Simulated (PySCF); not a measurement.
Species: C6H9N.
SMILES with atom numbers: `[CH2:1]=[CH:2][CH2:3]/[CH:4]=[N:5]/[CH:6]=[CH2:7]` (hydrogens: H8, H9 on C1; H10 on C2; H11, H12 on C3; H13 on C4; H14 on C6; H15, H16 on C7)

Theory: PBE0-D3(BJ)/def2-SVP geometry optimisation, gas phase (PySCF).

Task: Give the optimised bond lengths and angles.

Result: 
```tsv
bond	length (Å)
C1=C2	1.333
C2–C3	1.502
C3–C4	1.497
C4=N5	1.272
N5–C6	1.390
C6=C7	1.338
C1–H8	1.095
C1–H9	1.093
C2–H10	1.097
C3–H11, C3–H12	1.102
C4–H13	1.111
C6–H14	1.104
C7–H15	1.093
C7–H16	1.092
```

Bonds in one row agree within 0.01 Å and their mean is given. A selection of angles:
```tsv
angle	degrees
C2–C1–H8	121.5
C2–C1–H9	121.5
H8–C1–H9	117.1
C1–C2–C3	125.3
C1–C2–H10	119.3
C3–C2–H10	115.3
C2–C3–C4	111.1
C2–C3–H11	109.5
C2–C3–H12	110.7
C4–C3–H11	109.4
C4–C3–H12	107.5
H11–C3–H12	108.6
C3–C4–N5	122.1
C3–C4–H13	116.2
N5–C4–H13	121.6
C4–N5–C6	118.3
N5–C6–C7	121.6
N5–C6–H14	118.0
C7–C6–H14	120.5
C6–C7–H15	119.8
C6–C7–H16	121.3
H15–C7–H16	119.0
```

Torsions: C1–C2–C3–C4 -115° (anticlinal); C2–C3–C4–N5 -112° (anticlinal); C3–C4–N5–C6 178° (antiperiplanar); C4–N5–C6–C7 180° (antiperiplanar). The mirror-image conformer, all signs reversed, is as good.

The 2 C–N bonds span 1.272 Å (C4=N5, drawn double) to 1.390 Å (N5–C6, drawn single), a spread of 0.118 Å. Of the pairs four or more bonds apart, H13···H14 is among the closest relative to their van der Waals radii: 2.25 Å, 94 % of the sum of Bondi's values. The 4 C–C bonds span 1.333 Å (C1=C2, drawn double) to 1.502 Å (C2–C3, drawn single), a spread of 0.169 Å.

Point group: C1 (no symmetry element, even within 0.4 Å). Whether it is a minimum is left open (no frequencies). One conformer, not necessarily the lowest.

The run took 42 s on one thread, Arm Neoverse V1 (shared host). This is the geometry optimisation.
